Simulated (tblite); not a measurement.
C₃H₁₀NOSi₂ (doublet state).
Geometry (GFN2-xTB, Å), atoms numbered from 1 in this order:
```xyz
17
C3H10NOSi2 angstrom
O     -3.1175   -1.2107    0.7962
C     -2.0666   -0.5510    0.4710
N     -1.5254   -0.7665   -0.8439
Si     0.0188   -0.2428   -1.4116
C      0.4485    1.5039   -0.7417
Si     1.7648    0.7995    0.4692
C      1.4817   -0.9133   -0.3542
H     -2.2212    0.5621    0.5607
H     -1.2207   -0.6959    1.1981
H     -2.0936   -1.4058   -1.3779
H      0.0063   -0.4949   -2.8500
H      0.8703    2.1622   -1.4962
H     -0.3750    2.0471   -0.2856
H      3.1093    1.3534    0.3063
H      1.3617    0.8483    1.8773
H      1.2255   -1.7247    0.3222
H      2.3261   -1.2588   -0.9438
```

Computed values, GFN2-xTB/tblite, gas phase, harmonic and unscaled. Errors from tens to a few hundred cm⁻¹ against measured bands are possible. Modes of hydrogen on silicon can be 10 to 20 % off. One conformer, not necessarily the lowest. Open shells enter through the occupations alone, without spin polarisation, and single modes of such species can be off by tens of per cent.

Harmonic wavenumbers (cm⁻¹): 38.5, 44.7, 66.6, 141.8, 193.1, 259.3, 357.1, 397.4, 434.0, 443.2, 484.4, 523.4, 597.7, 604.9, 622.5, 671.3, 677.5, 706.6, 738.6, 759.2, 770.5, 780.5, 866.5, 904.3, 947.8, 1032.0, 1077.5, 1081.9, 1104.8, 1163.3, 1265.6, 1286.9, 1351.5, 1454.6, 1458.6, 2233.8, 2257.3, 2279.2, 2457.8, 2572.0, 3007.5, 3010.9, 3021.0, 3022.3, 3456.5.

A = 3113, B = 1026, C = 946.0 MHz; mass 132.030 u (most abundant isotopes); point group C1, symmetry number 1; spin multiplicity 2.

Q: What is the zero-point energy?

A: Half the sum of the wavenumbers: 26313 cm⁻¹ = 314.77 kJ/mol.

Q: What is S at 200 K and 1 bar for an ideal gas of classical rigid rotors and harmonic oscillators?

A: Translation 161.46, rotation 116.58, vibration 83.97, spin (R ln 2) 5.76: S = 367.8 J/(mol K).

Q: And Cp and H(200 K) − H(0)?

A: Cp = 119.76 J/(mol K), of which vibrations give 86.50 (their classical limit is 45 R = 374.2); H(200 K) − H(0) = 15.23 kJ/mol without the zero-point energy, 8.58 from vibrations.

Q: How do the functions run with temperature in this model?

A: 
```
T (K)  S (J/(mol K))  Cp (J/(mol K))  H − H(0) (kJ/mol)  G − H(0) (kJ/mol)  ln q(vib)
  100          302.8            75.1               5.59             -24.68       2.33
  300          425.5           167.0              29.61             -98.02       7.54
  500          528.4           236.2              70.51            -193.69      12.79
  800          653.7           295.7             151.17            -371.77      20.21
 1000          722.5           320.9             212.97            -509.56      24.71
```

q(vib) and H(0) count from the zero-point level.

Q: Which modes carry the vibrational entropy at 200 K?

A: 38.5 cm⁻¹: 19.02; 44.7 cm⁻¹: 17.78; 66.6 cm⁻¹: 14.51; 141.8 cm⁻¹: 8.50; 193.1 cm⁻¹: 6.22; 259.3 cm⁻¹: 4.24 J/(mol K); the other 39 give 13.70 together.

Q: Blend soft modes into free rotors: weight 1/[1 + (100 cm⁻¹/ν̃)⁴] for the oscillator and the rest for a rotor with moment μB/(μ + B), μ = h/(8π²ν), B = 10⁻⁴⁴ kg m². What vibrational entropy results?

A: 73.45 J/(mol K) in place of 83.97, which changes −T·S at 200 K by +2.10 kJ/mol.

Q: What must be added to the electronic energy to get the Gibbs energy at 200 K and 1 bar?

A: ZPE + [H(200 K) − H(0)] − T·S = 314.77 + 15.23 − 73.55 = 256.45 kJ/mol.

Hindered rotation and anharmonicity are outside this model. Other conformers, if any are populated, would add a mixing term that is left out. The structure is chiral; the term R ln 2 for an equal mix with its mirror image is left out.

Time: 0.47 s. Hardware: one thread of an AMD EPYC 9B45 (shared host). This covers the Hessian and the dipole derivatives.
